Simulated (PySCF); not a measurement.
# GaP: frontier orbitals

r²SCAN at R = 2.462 Å; basis Ga def2-TZVPP, P def2-TZVPP; no relativity; PySCF 2.14. State: ³Σ⁻ (triplet), unpaired electrons π ↑↑. Only the outer orbitals are listed, counted within each symmetry.

```
spin  orbital  occ.  ε (eV)  on Ga (%)           main shells (%)
   α      10σ     1  -14.99          8                    90 P s
   α      11σ     1   -9.19         72           71 Ga s, 20 P p
   α       5π     1   -6.42          9                    91 P p
   α       5π     1   -6.42          9                    91 P p
   α      12σ     1   -5.21         44  56 P p, 24 Ga p, 19 Ga s
   α       6π     0   -2.24         91                   91 Ga p
   α       6π     0   -2.24         91                   91 Ga p
   α      13σ     0    0.47         85           82 Ga p, 19 P p
   β      10σ     1  -12.89         19           80 P s, 14 Ga s
   β      11σ     1   -8.73         69   67 Ga s, 16 P p, 15 P s
   β      12σ     1   -4.86         44  55 P p, 29 Ga p, 15 Ga s
   β       5π     0   -3.93         32           67 P p, 31 Ga p
   β       5π     0   -3.93         32           67 P p, 31 Ga p
   β       6π     0   -1.60         69           68 Ga p, 29 P p
```

Which are the highest filled and the lowest empty level, where do they sit, and how wide is the gap?

Highest filled β 12σ at -4.86 eV (in %: 55 P p, 29 Ga p, 15 Ga s); lowest empty β 5π at -3.93 eV (in %: 67 P p, 31 Ga p); the gap at r²SCAN is 0.93 eV.

```
bond order (Mayer)                              : 1.09
⟨S²⟩                                            : 2.011
charge on Ga (Mulliken, basis-dependent)        : 0.27
charge on Ga (Löwdin, basis-dependent)          : -0.01
dipole moment (positive dipole means Ga(−)P(+)) : -1.29 D
```

Spin–orbit coupling is left out. The state is the lowest determinant that a PBE0 search found; another state may lie lower at other levels.
